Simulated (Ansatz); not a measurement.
`[OH][W]([OH])([OH])([OH])([Cl])[Cl]` + `O[SiH](F)O[SiH2]F` → `[OH][W]([OH])([OH])([F])([Cl])[Cl]` + `O[SiH](O)O[SiH2]F`  (redistribution)

Gas-phase electronic energies from Ansatz, PBE0-D4/def2-TZVP geometries. CBS: MP2 limit from def2 TZ/QZ plus the TZ coupled-cluster correction, frozen cores. Functionals use def2-TZVPP. def2 core potentials past Kr. For W outer-core shells are correlated without core-valence functions, which leaves a few kJ/mol of doubt a bond. Each species was taken in one conformer, which may not be the lowest.

```csv
level,ΔE (kJ/mol)
BHLYP-D4,19.8
B2PLYP,21.8
PBE0,18.7
CCSD/CBS(def2),29.7
```

Question: What does CCSD(T)/CBS give? (An estimate is asked.)

Answer: The calculation gave: +30.5 kJ/mol. The listed levels differ from it by -10.7, -8.7, -11.8, -0.8 kJ/mol.

Largest T1 diagnostic among the species: 0.022, so the coupled-cluster value is less sure than usual.

In def2-TZVPP, CCSD(T) changes the Hartree–Fock value by +9.1 kJ/mol (the triples alone add +0.8 kJ/mol) and MP2 by +14.0 kJ/mol. From BLYP to BHLYP (50 % exact exchange), in def2-TZVPP and without D4, ΔE moves by +3.5 kJ/mol.
